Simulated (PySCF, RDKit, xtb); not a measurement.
Complex: N2 (SMILES N#N) (first 2 atoms) with C2H6O (SMILES CCO); geometry from B3LYP-D3(BJ)/def2-TZVP, rigid monomers moved along the line of their centres of mass till N2···H11 is 2.20 Å.
(charge 0, multiplicity 1):
```xyz
11

N      1.1442     0.9875    -0.1931
N      0.7713     0.2465     0.5147
C     -1.2833     0.5342     3.4974
C      0.1716     0.1714     3.7461
O      0.5228    -1.0998     3.2111
H     -1.5286     1.4915     3.9639
H     -1.9434    -0.2315     3.9078
H     -1.4875     0.6220     2.4271
H      0.8309     0.9534     3.3474
H      0.3672     0.0998     4.8171
H      0.4219    -1.0608     2.2539
```

Monomers are frozen at their geometry in the pair; levels with a basis set take the counterpoise correction. Rows marked so take none. RDKit's UFF carries no charges.

Rows in 3-21G carry no dispersion term and start afresh at each structure.

Run with PySCF for 3-21G rows; RDKit for the force fields; xtb for the GFN methods. Values without a source in brackets are computed.

Problem. One of these levels gives 189.7 meV for the interaction energy. Which one is it?
(A) MMFF94
(B) HF/3-21G (no counterpoise)
(C) GFN-FF
(D) UFF

Solution. D, UFF. The others give 16.3 (MMFF94), -43.0 (GFN-FF), -86.8 (HF/3-21G (no counterpoise))
